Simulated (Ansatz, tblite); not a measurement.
Removing and adding an electron: In(H2S)Cl3 (InH₂SCl₃). The state is a singlet with charge 0. Geometry: B3LYP-D4/def2-SVP. Ansatz, gas phase; energy differences of separate SCF runs; the oxidised species was run as a doublet alone; the reduced species was run as a doublet alone.

Cartesian coordinates in Å:
```
In -1.053 0.134 -0.374
S 1.710 0.246 0.028
H 1.569 0.418 1.365
H 1.807 -1.100 0.150
Cl -1.554 2.411 -0.046
Cl -1.423 -1.349 1.429
Cl -1.056 -0.761 -2.552
```

In the def2 sets In takes a core potential; there is no spin–orbit coupling. The xTB rows come from tblite. HOMO above LUMO, or a gap near zero within one spin, warns that the state may not be the lowest or that an electron is smeared out.

```csv
level,−HOMO (eV),vertical IE (eV),−LUMO (eV),vertical EA (eV),HOMO–LUMO gap (eV),IE − EA (eV),remarks
GFN1-xTB,12.41,14.56,8.06,5.97,4.34,8.59,–
PBE-D4/def2-TZVPD,7.53,–,3.38,1.13,4.15,–,HOMO above zero (-1 doublet)
PBE0-D4/def2-TZVPD,8.94,–,2.52,0.98,6.43,–,HOMO above zero (-1 doublet)
ωB97M-V/def2-TZVPD,11.25,–,0.72,0.83,10.53,–,–
```

**Question.** Estimate the rows for GFN2-xTB, PBE-D4/def2-TZVP, PBE0-D4/def2-TZVP, ωB97M-V/def2-TZVP.

**Answer.** 
```json
{"level": "GFN2-xTB", "−HOMO (eV)": "11.74", "vertical IE (eV)": "14.19", "−LUMO (eV)": "8.50", "vertical EA (eV)": "6.11", "HOMO–LUMO gap (eV)": "3.24", "IE − EA (eV)": "8.08", "remarks": "–"}
{"level": "PBE-D4/def2-TZVP", "−HOMO (eV)": "7.47", "vertical IE (eV)": "10.05", "−LUMO (eV)": "3.28", "vertical EA (eV)": "–", "HOMO–LUMO gap (eV)": "4.18", "IE − EA (eV)": "–", "remarks": "gap within one spin near zero (+1 doublet)"}
{"level": "PBE0-D4/def2-TZVP", "−HOMO (eV)": "8.91", "vertical IE (eV)": "10.72", "−LUMO (eV)": "2.43", "vertical EA (eV)": "–", "HOMO–LUMO gap (eV)": "6.48", "IE − EA (eV)": "–", "remarks": "–"}
{"level": "ωB97M-V/def2-TZVP", "−HOMO (eV)": "11.20", "vertical IE (eV)": "11.30", "−LUMO (eV)": "0.45", "vertical EA (eV)": "–", "HOMO–LUMO gap (eV)": "10.76", "IE − EA (eV)": "–", "remarks": "–"}
```

   A HOMO above zero means that the electron is unbound at that level or that self-interaction error raises the level; the energy of removing that electron tells which. Raw xTB energy differences between charge states are shifted by several eV; the methods need an empirical correction for them.
